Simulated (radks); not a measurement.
All-electron atom: Re- in [Xe] 4f14 5d6 6s2.

All-electron calculation, scalar-relativistic Kohn-Sham, r2SCAN, spin-polarised, spherical densities, finite nucleus; open shells are filled with parallel spins first (spin-orbit coupling, left out, can overturn this in heavy ions); meta-GGA in the generalised Kohn-Sham scheme; Fermi nuclear charge, rms radius 5.3698 fm; hard spherical wall at 15 bohr. Program: a radial shooting solver on a logarithmic mesh with Libxc functionals.

Energy parts (eV):
total: -454196.31
kinetic: 501762.23
electron-nucleus: -1124755.83
Hartree: 177811.19
exchange-correlation: -9013.90

Orbitals (lengths in bohr, moments of r in powers of bohr; <r^-3> diverges for s and p1/2; r(max) is where P^2 peaks):
orbital  occ.  eigenvalue (eV)   r(max)    <r^-3>    <1/r>
1s up       1        -71723.33  0.01124         -    88.72
1s down     1        -71723.35  0.01124         -    88.72
2s up       1        -12455.87  0.06450         -    20.78
2s down     1        -12455.58  0.06450         -    20.78
2p up       3        -10867.38  0.05303     20810    18.75
2p down     3        -10867.16  0.05303     20810    18.75
3s up       1        -2888.028   0.1818         -    7.707
3s down     1        -2888.010   0.1818         -    7.707
3p up       3        -2417.441   0.1802      4678    7.094
3p down     3        -2417.401   0.1802      4678    7.094
3d up       5        -1882.812   0.1470     595.0    6.689
3d down     5        -1882.655   0.1470     594.9    6.688
4s up       1        -602.6058   0.4127         -    3.270
4s down     1        -602.3884   0.4127         -    3.269
4p up       3        -447.5559   0.4329      1089    2.971
4p down     3        -447.3687   0.4330      1088    2.970
4d up       5        -251.9809   0.4433     119.4    2.646
4d down     5        -251.7540   0.4434     119.4    2.646
4f up       7         -35.3892   0.4181     20.87    2.159
4f down     7         -34.9525   0.4180     21.00    2.167
5s up       1         -80.4796   0.9408         -    1.280
5s down     1         -78.5498   0.9368         -    1.294
5p up       3         -42.0906    1.065     157.5    1.077
5p down     3         -39.4085    1.056     164.1    1.094
5d up       5           0.0097    1.437     7.473   0.6707
5d down     1           3.0272    1.419     5.151   0.5118
5f up       0           5.0255    10.82  0.001227  0.09998
5f down     0           4.5573    10.89  0.001129  0.09856
6s up       1          -1.1597    2.591         -   0.4014
6s down     1           0.2910    2.945         -   0.3241
6p up       0           2.9093    4.492     3.230   0.1879
6p down     0           2.6740    9.015     1.090   0.1477
7s up       0           3.2679    9.796         -   0.1233
7s down     0           3.0065    10.37         -   0.1298

The highest occupied level is 5d down at 3.027 eV. The configuration is held as typed, so some empty levels lie below it. Spin moment in Bohr magnetons: 4. Summed over all electrons, <r^2> = 101.9 bohr^2, which gives a Langevin (diamagnetic) susceptibility term of -80.7 x 10^-6 cm^3/mol.
